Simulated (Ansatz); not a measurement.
# Abstraction of F: GeHF3 + C4H9 → GeHF2 + C4H9F

Gas-phase species: GeHF3 `[F][GeH]([F])[F]`, singlet; C4H9 (2-butyl radical) `C[CH]CC`, doublet; GeHF2 `[F][GeH][F]`, doublet; C4H9F (2-fluorobutane) `CCC(C)F`, singlet. A radical takes F: the energy is the difference in strength between the Ge–F bond broken and the C–F bond made.

Shapes, held fixed at every level: PBE0-D4/def2-TZVP. Flexible molecules stand in one conformer, not always the lowest. Programs: Ansatz 0.2.0. The zero-point and thermal change to 298 K, harmonic and unscaled (PBE0-D4/def2-TZVP), is +7.1 kJ/mol.

```csv
level,kind,ΔH(298 K) (kJ/mol),less CCSD(T)/def2-TZVPP
MP2/def2-SVP,perturbation theory,+73.0,-3.9
HF/def2-SVP,Hartree–Fock,+86.7,+9.8
HF/def2-TZVPP,Hartree–Fock,+98.3,+21.4
SPW92/def2-TZVPP,LDA,+36.6,-40.3
BHLYP-D4/def2-TZVPP,global hybrid,+74.6,-2.3
r2SCAN0-D4/def2-TZVPP,global hybrid,+78.3,+1.4
CCSD/def2-SVP,coupled cluster or CI,+72.8,-4.1
CCSD(T)/def2-TZVPP,coupled cluster or CI,+76.9,0.0
```

The highest level, CCSD(T)/def2-TZVPP, gives ΔH(298 K) = +76.9 kJ/mol; the levels span +36.6 to +98.3. The column of differences is taken from that level and isn't an error. No measured value is set beside it here. Open shells run unrestricted. Relativity is left out for Ge. Outer-core shells of Ge are correlated, in sets that cover them unevenly.
